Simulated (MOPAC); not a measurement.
MOPAC input (PM6):

```
PM6 PRECISE GNORM=0.05 LET XYZ UHF MS=0.5 GEO-OK AUX(PRECISION=9) THREADS=1
H3GeSi

Si   -1.43846800 1   -0.24763300 1    0.54742900 1
Ge    0.73492900 1    0.11446000 1   -0.32684900 1
H    -1.96090900 1   -0.03616800 1    1.92507500 1
H    -2.57244700 1   -0.76158700 1   -0.26764100 1
H     1.15418600 1    0.60189500 1    1.13772100 1
```

Output:

```
 *******************************************************************************
 **                                                                           **
 **                              MOPAC v23.2.5                                **
 **                                                                           **
 *******************************************************************************
 ** MOPAC's Digital Object Identifier: https://doi.org/10.5281/zenodo.6511958 **
 **                                                                           **
 ** Please cite the open-source release paper for use of this MOPAC version:  **
 ** J. E. Moussa and J. J. P. Stewart (2026)                                  **
 ** MOPAC: An open-source semiempirical molecular orbital program             **
 ** J. Open Source Softw., 11(119), 8025, https://doi.org/10.21105/joss.08025 **
 *******************************************************************************

                              PM6 CALCULATION RESULTS

 *******************************************************************************
 *  PM6        - The PM6 Hamiltonian to be used
 *  GEO-OK     - OVERRIDE INTERATOMIC DISTANCE AND OTHER SAFETY CHECKS
 *  UHF        - UNRESTRICTED HARTREE-FOCK CALCULATION
 *  MS=        - IN MECI, MAGNETIC COMPONENT OF SPIN =  0.5
 *  LET        - OVERRIDE SOME SAFETY CHECKS
 *  PRECISE    - TIGHTER CRITERIA TO BE USED
 *  XYZ        - CARTESIAN COORDINATE SYSTEM TO BE USED
 *  GNORM      - EXIT WHEN GRADIENT NORM DROPS BELOW 0.050
 *  AUX        - OUTPUT AUXILIARY INFORMATION
 *******************************************************************************
PM6 PRECISE GNORM=0.05 LET XYZ UHF MS=0.5 GEO-OK AUX(PRECISION=9) THREADS=1
 H3GeSi

   ATOM   CHEMICAL          X               Y               Z
  NUMBER   SYMBOL      (ANGSTROMS)     (ANGSTROMS)     (ANGSTROMS)

     1      Si         -1.43846800  *  -0.24763300  *   0.54742900  *
     2      Ge          0.73492900  *   0.11446000  *  -0.32684900  *
     3       H         -1.96090900  *  -0.03616800  *   1.92507500  *
     4       H         -2.57244700  *  -0.76158700  *  -0.26764100  *
     5       H          1.15418600  *   0.60189500  *   1.13772100  *

          CARTESIAN COORDINATES

    NO.       ATOM           X           Y           Z

     1        Si         -1.4385     -0.2476      0.5474
     2        Ge          0.7349      0.1145     -0.3268
     3         H         -1.9609     -0.0362      1.9251
     4         H         -2.5724     -0.7616     -0.2676
     5         H          1.1542      0.6019      1.1377

 General Reference for PM6:
 "Optimization of Parameters for Semiempirical Methods V: Modification of NDDO Approximations
 and Application to 70 Elements", J. J. P. Stewart, J. Mol. Mod., 13, 1173-1213 (2007)
 URL: https://link.springer.com/article/10.1007/s00894-007-0233-4

           Empirical Formula: H3 Si Ge  =     5 atoms

      MOLECULAR POINT GROUP   :   Cs

          UHF CALCULATION, NO. OF ALPHA ELECTRONS =    6
                           NO. OF BETA  ELECTRONS =    5

          Geometry optimization using EF

          DIAGONAL MATRIX USED AS START HESSIAN

 CYCLE:     1  GRAD.:    48.643 HEAT:  318.0882
 CYCLE:     2  GRAD.:    73.827 HEAT:  313.4597
 CYCLE:     3  GRAD.:    83.218 HEAT:  304.6637
 CYCLE:     4  GRAD.:   100.953 HEAT:  298.8320
 CYCLE:     5  GRAD.:   146.540 HEAT:  310.6790
 CYCLE:     6  GRAD.:    43.861 HEAT:  294.7345
 CYCLE:     7  GRAD.:    46.080 HEAT:  293.1749
 CYCLE:     8  GRAD.:    29.324 HEAT:  291.5074
 CYCLE:     9  GRAD.:    29.192 HEAT:  288.2779
 CYCLE:    10  GRAD.:    54.521 HEAT:  286.5674
 CYCLE:    11  GRAD.:    33.624 HEAT:  272.3924
 CYCLE:    12  GRAD.:    18.203 HEAT:  271.1215
 CYCLE:    13  GRAD.:    14.234 HEAT:  270.1581
 CYCLE:    14  GRAD.:     8.521 HEAT:  269.3931
 CYCLE:    15  GRAD.:     6.695 HEAT:  269.2535
 CYCLE:    16  GRAD.:    12.482 HEAT:  269.1200
 CYCLE:    17  GRAD.:     7.361 HEAT:  269.0037
 CYCLE:    18  GRAD.:     1.735 HEAT:  268.9256
 CYCLE:    19  GRAD.:     1.555 HEAT:  268.8995
 CYCLE:    20  GRAD.:     0.648 HEAT:  268.8972
 CYCLE:    21  GRAD.:     0.312 HEAT:  268.8960
 CYCLE:    22  GRAD.:     0.217 HEAT:  268.8957
 CYCLE:    23  GRAD.:     0.144 HEAT:  268.8956
 CYCLE:    24  GRAD.:     0.081 HEAT:  268.8956
 CYCLE:    25  GRAD.:     0.095 HEAT:  268.8955
 CYCLE:    26  GRAD.:     0.053 HEAT:  268.8955
 CYCLE:    27  GRAD.:     0.036 HEAT:  268.8955

     GRADIENT =  0.03570 IS LESS THAN CUTOFF =  0.05000

 -------------------------------------------------------------------------------
 PM6 PRECISE GNORM=0.05 LET XYZ UHF MS=0.5 GEO-OK AUX(PRECISION=9) THREADS=1
 H3GeSi

     GEOMETRY OPTIMISED USING EIGENVECTOR FOLLOWING (EF).
     SCF FIELD WAS ACHIEVED

                              PM6 CALCULATION
                                                       MOPAC v23.2.5 Linux

          FINAL HEAT OF FORMATION =        268.89549 KCAL/MOL =    1125.05875 KJ/MOL

          COSMO AREA              =        106.36 SQUARE ANGSTROMS
          COSMO VOLUME            =         97.37 CUBIC ANGSTROMS

          GRADIENT NORM           =          0.03570          =       0.01597 PER ATOM
          IONIZATION POTENTIAL    =          8.197348 EV
          ALPHA SOMO LUMO (EV)    =         -8.499 -1.266
          BETA  SOMO LUMO (EV)    =         -8.197 -2.651
          NO. OF ALPHA ELECTRONS  =          6
          NO. OF BETA  ELECTRONS  =          5
          MOLECULAR WEIGHT        =        103.6992         POINT GROUP:  C2v

          MOLECULAR DIMENSIONS (Angstroms)

            Atom       Atom       Distance
            H     5    H     3     4.33177
            H     4    H     3     2.32988
           Ge     2   Si     1     0.00071

          SCF CALCULATIONS        =         28

   ATOM   CHEMICAL          X               Y               Z
  NUMBER   SYMBOL      (ANGSTROMS)     (ANGSTROMS)     (ANGSTROMS)

     1      Si         -1.23084694  *  -0.23863391  *   0.36371408  *
     2      Ge          0.46769598  *   0.13196223  *   0.02329132  *
     3       H         -1.90426984  *  -0.09317000  *   1.68828050  *
     4       H         -2.22497312  *  -0.74909257  *  -0.62637451  *
     5       H          1.92196863  *   0.45036546  *  -0.26843609  *

                             CARTESIAN COORDINATES

   1   Si       -1.230846942    -0.238633908     0.363714084
   2   Ge        0.467695985     0.131962226     0.023291315
   3    H       -1.904269845    -0.093169998     1.688280499
   4    H       -2.224973118    -0.749092568    -0.626374509
   5    H        1.921968633     0.450365463    -0.268436095

           Empirical Formula: H3 Si Ge  =     5 atoms

      MOLECULAR POINT GROUP   :   C2v

          ALPHA EIGENVALUES
 -20.98937 -16.57366 -12.42996 -11.32452  -8.50403  -8.49897  -1.26557  -0.23535
   0.58675   1.18721   1.20076   1.78954   2.54666   3.21026   3.99618   4.33614

           BETA EIGENVALUES
 -20.90611 -16.46218 -12.26670 -11.15970  -8.19735  -2.65136  -1.21403  -0.20660
   0.59686   1.19823   1.35752   1.82556   2.58335   3.24894   4.01473   4.38402

              NET ATOMIC CHARGES AND DIPOLE CONTRIBUTIONS

  ATOM NO.   TYPE          CHARGE      No. of ELECS.   s-Pop       p-Pop       d-Pop
    1         Si           0.369190        3.6308     1.18892     2.03759     0.40431
    2         Ge          -0.587859        4.5879     1.19512     3.39274
    3          H           0.014867        0.9851     0.98513
    4          H           0.014873        0.9851     0.98513
    5          H           0.188929        0.8111     0.81107
 DIPOLE           X         Y         Z       TOTAL
 POINT-CHG.    -2.054    -0.447     0.411     2.142
 HYBRID        -0.172    -0.036     0.034     0.179
 SUM           -2.226    -0.483     0.446     2.321

          ATOMIC ORBITAL ELECTRON POPULATIONS

     Atom    s        px        py        pz      x^2-y^2     xz        z^2       yz        xy
    1 Si   1.18892   0.74052   0.53599   0.76108   0.03462   0.19515   0.06579   0.02122   0.08753
    2 Ge   1.19512   1.09907   1.35568   0.93799
    3  H   0.98513
    4  H   0.98513
    5  H   0.81107

                    (SZ)    =    0.500000
                    (S**2)  =    0.757222

          ATOMIC ORBITAL SPIN POPULATIONS

    Atom   Total    s     px     py     pz   x^2-y^2  xz     z^2    yz     xy
         Atomic
    1 Si  0.0015 -0.010 -0.013 -0.058 -0.005  0.000  0.072  0.008  0.001  0.006
    2 Ge  0.9844  0.011  0.046  0.124  0.803
    3  H  0.0211  0.021
    4  H  0.0211  0.021
    5  H -0.0281 -0.028

 **********************
 *                    *
 * JOB ENDED NORMALLY *
 *                    *
 **********************

 == MOPAC DONE ==
```

The geometry given is a B3LYP-D3(BJ)/def2-TZVP minimum.
